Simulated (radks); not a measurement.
Values are calculated unless marked as measured or tabulated.
Coulomb parameter of the 4f shell of neutral dysprosium in the model configuration [Xe] 4f8.5 6s2 6p1.5, as a second difference U = [E(n + 0.5) + E(n - 0.5) - 2 E(n)] / (0.5)^2 with all orbitals relaxed. "Bare": the charge of the atom changes with n. "Screened": the 6p shell takes up the change at fixed total charge, which measures U(4f,4f) + U(6p,6p) - 2 U(4f,6p). Level of theory: Dirac Kohn-Sham, BLYP, spin-unpolarised, spherical densities, finite nucleus; open shells are shared between the two j in proportion to 2j + 1; Fermi nuclear charge, rms radius 5.2218 fm (a radial shooting solver on a logarithmic mesh with Libxc functionals).

case                  configuration  E - E(n) (eV)
start          [Xe] 4f8.5 6s2 6p1.5          0.000
bare +0.5        [Xe] 4f9 6s2 6p1.5         -6.772
bare -0.5        [Xe] 4f8 6s2 6p1.5         10.703
screened +0.5      [Xe] 4f9 6s2 6p1         -6.228
screened -0.5      [Xe] 4f8 6s2 6p2          8.684

U(bare) = 15.723 eV, U(screened by 6p) = 9.824 eV, against the Slater integral F0(4f,4f) = 31.884 eV with frozen orbitals. The step up makes a negative ion, whose loosely bound charge lowers the bare value.
